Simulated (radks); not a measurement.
Results of a calculation; reference values are marked as such.
Task: K V, 15 electrons, occupied as [Ne] 3s2 3p3. Code: a radial shooting solver on a logarithmic mesh with Libxc functionals. Model: Dirac Kohn-Sham, PBEsol, spin-unpolarised, spherical densities, finite nucleus; open shells fill j = l - 1/2 first; Fermi nuclear charge, rms radius 3.4349 fm. Some entries of the table are withheld. Estimate them.

orbital,occ.,eigenvalue (eV),<1/r> (bohr^-1),<r^2> (bohr^2)
1s1/2,2,(1),18.70,0.008851
2s1/2,2,-416.0894,3.811,0.1775
2p1/2,2,(2),3.735,(3)
2p3/2,4,(4),3.700,(5)
3s1/2,2,-89.3514,1.196,1.565
3p1/2,2,-71.5769,1.101,1.775
3p3/2,1,-71.2154,1.095,1.790

Result: 
(1) 1s1/2 eigenvalue (eV): -3582.738
(2) 2p1/2 eigenvalue (eV): -345.3981
(3) 2p1/2 <r^2> (bohr^2): 0.1500
(4) 2p3/2 eigenvalue (eV): -342.4908
(5) 2p3/2 <r^2> (bohr^2): 0.1520
